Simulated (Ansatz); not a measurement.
The same ligand exchange along the group B, Al, Ga, In.

Program: Ansatz. Geometries: PBE0-D4/def2-TZVP. ΔE: electronic, gas phase. CCSD(T)/CBS adds triple-zeta CCSD(T) − MP2 to the extrapolated MP2 energy (def2 sets, frozen cores). This one scheme is used for every species. def2 core potentials past Kr. For In, Se outer-core shells are correlated without core-valence functions, which leaves a few kJ/mol of doubt a bond. Scalar relativity is left out up to krypton.

Q: Order these by ΔE at CCSD(T)/CBS, lowest first. (An estimate is asked.)
A. `BC=C` + H₂Se → `B[SeH]` + `C=C`
B. `C=[CH][AlH2]` + H₂Se → `[AlH2][SeH]` + `C=C`
C. `C=[CH][InH2]` + H₂Se → `[SeH][InH2]` + `C=C`

A: C (-33.3 kcal/mol), B (-29.4 kcal/mol), A (-16.8 kcal/mol).

Largest T1 diagnostic: 0.013, for `C=[CH][InH2]`.
